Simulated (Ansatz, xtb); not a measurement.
## CH5SSe+: 4 structures ranked

4 gas-phase structures of CH5SSe+, found in a search over its isomers (lower ones may exist). Each was relaxed with GFN2-xTB; where two conformers were screened, the lower at r2SCAN-D4/def2-SVP is listed:

A. `C[SeH+]S`, a singlet
B. `CS[SeH2+]`, a singlet
C. `C[SH+][SeH]`, a singlet
D. `C[Se][SH2+]`, a singlet

Q: Which do you expect lowest at r2SCAN-D4/def2-SVP, and how would the others follow?

A: Calculated order at r2SCAN-D4/def2-SVP: A (0.0), C (5.5), D (17.3), B (34.0) kJ/mol.

Energies above the lowest of each column, in kJ/mol; the last columns are at PBE0-D3(BJ)/def2-SVP geometries (a dash: not run or not comparable):

```
structure  GFN2-xTB  HF/STO-3G  r2SCAN-D4/def2-SVP  PBE0-D3(BJ)/def2-SVP  CCSD(T)/def2-TZVP
        A       0.0       11.3                 0.0                   0.0                0.0
        C      14.2        2.4                 5.5                   5.6                4.0
        D      18.3        0.0                17.3                  19.3               17.4
        B      35.6       37.6                34.0                  34.4                  –
```

CCSD(T)/def2-TZVP puts A lowest of those it was run on, with C within 1 kcal/mol; HF/STO-3G picks D. Flexible structures stand in one conformer each, not always the lowest. Frequencies (PBE0-D3(BJ)/def2-SVP) were run for A, C, D alone.

Over these structures GFN2-xTB departs from r2SCAN-D4/def2-SVP by 2.9 kJ/mol on average once a common shift is removed. A GFN2-xTB relaxation took about 0.063 s and the r2SCAN-D4/def2-SVP energy about 1.4 s on a shared host (Ansatz 0.2.0, xtb 6.7.1).
